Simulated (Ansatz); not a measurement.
Cost and result for the atomization energy of C2H9BSSi (`CB[SiH2]SC`) (14 atoms, 13 bonds).

```xyz
14

C    -1.742    1.941   -0.397
B    -1.356    1.111    0.851
Si    0.041   -0.343    0.856
S     0.935   -0.485   -1.076
C     2.130   -1.821   -0.790
H    -2.591    1.372   -0.820
H    -0.993    1.993   -1.188
H    -2.139    2.935   -0.179
H    -1.958    1.282    1.877
H     1.092   -0.057    1.881
H    -0.551   -1.662    1.238
H     1.622   -2.742   -0.505
H     2.849   -1.541   -0.020
H     2.660   -1.983   -1.728
```

Total charge 0; spin multiplicity 1. The geometry is a stationary point of PBE0-D4/def2-TZVP. It is one conformer, not always the lowest. Program: Ansatz. All runs use 4 threads of a server CPU on a shared host. Times are those of one run each, without the atoms' runs, and a repeat can differ threefold. Electronic energies, without spin–orbit coupling; frozen cores. CCSD(T)/CBS adds CCSD(T) − MP2 in def2-TZVPP to the MP2 limit, and its time is that of the two runs behind it. T1 = 0.011. B3LYP takes the VWN-RPA correlation (the form of Gaussian; ORCA's B3LYP/G). HSE06 is the plane-wave form, built on full-range PBE exchange.

CCSD(T)/CBS is a level of theory with its own doubt, some kJ/mol a heavy atom from the limit and from the frozen cores, so smaller differences don't rank the functionals.

```json
{"level": "LDA (SPW92)/def2-TZVPP", "functions": "303", "wall time": "2.3 s", "atomization (kJ/mol)": "5502.9", "difference from CCSD(T)/CBS": "611.8", "per bond": "47.1"}
{"level": "revPBE-D4/def2-TZVPP", "functions": "303", "wall time": "3.3 s", "atomization (kJ/mol)": "4864.1", "difference from CCSD(T)/CBS": "-27.0", "per bond": "-2.1"}
{"level": "HSE06-D4/def2-TZVPP", "functions": "303", "wall time": "4.9 s", "atomization (kJ/mol)": "4919.2", "difference from CCSD(T)/CBS": "28.1", "per bond": "2.2"}
{"level": "CCSD(T)/def2-SVP", "functions": "123", "wall time": "6 s", "atomization (kJ/mol)": "4635.7", "difference from CCSD(T)/CBS": "-255.4", "per bond": "-19.6"}
{"level": "r2SCANh-D4/def2-TZVPP", "functions": "303", "wall time": "7 s", "atomization (kJ/mol)": "4908.4", "difference from CCSD(T)/CBS": "17.3", "per bond": "1.3"}
{"level": "B3LYP-D4/def2-TZVPP (with forces)", "functions": "303", "wall time": "7.5 s", "atomization (kJ/mol)": "4907.2", "difference from CCSD(T)/CBS": "16.1", "per bond": "1.2"}
{"level": "B2PLYP/def2-TZVPP", "functions": "303", "wall time": "8 s", "atomization (kJ/mol)": "4842.8", "difference from CCSD(T)/CBS": "-48.3", "per bond": "-3.7"}
{"level": "PBE-QIDH/def2-TZVPP", "functions": "303", "wall time": "8 s", "atomization (kJ/mol)": "4882.5", "difference from CCSD(T)/CBS": "-8.6", "per bond": "-0.7"}
{"level": "B97M-V/def2-TZVPP", "functions": "303", "wall time": "11 s", "atomization (kJ/mol)": "4939.0", "difference from CCSD(T)/CBS": "47.9", "per bond": "3.7"}
{"level": "ωB97M-V/def2-TZVPP (with forces)", "functions": "303", "wall time": "14 s", "atomization (kJ/mol)": "4919.8", "difference from CCSD(T)/CBS": "28.7", "per bond": "2.2"}
{"level": "MP2/def2-QZVPP", "functions": "581", "wall time": "33 s", "atomization (kJ/mol)": "4869.8", "difference from CCSD(T)/CBS": "-21.3", "per bond": "-1.6"}
{"level": "CCSD(T)/def2-TZVPP", "functions": "303", "wall time": "7.3 min", "atomization (kJ/mol)": "4776.6", "difference from CCSD(T)/CBS": "-114.5", "per bond": "-8.8"}
{"level": "CCSD(T)/CBS(def2)", "functions": "–", "wall time": "7.9 min", "atomization (kJ/mol)": "4891.1", "difference from CCSD(T)/CBS": "0.0", "per bond": "0.0"}
```

From BLYP to BHLYP (50 % exact exchange), in def2-TZVPP and without D4, the atomization energy moves by −12.9 kJ/mol: exact exchange takes away binding that semilocal exchange gives to molecules. In def2-TZVPP, CCSD(T) changes the Hartree–Fock value by +1040.6 kJ/mol (the triples alone add +55.1 kJ/mol) and MP2 by +1066.6 kJ/mol; breaking electron pairs costs correlation energy, which Hartree–Fock lacks. The D4 term adds +48.7 kJ/mol with B3LYP and +25.8 kJ/mol with PBE0; it sums over pairs of atoms, weighted by their polarisabilities, and B3LYP, whose exchange is more repulsive, gets the larger term.
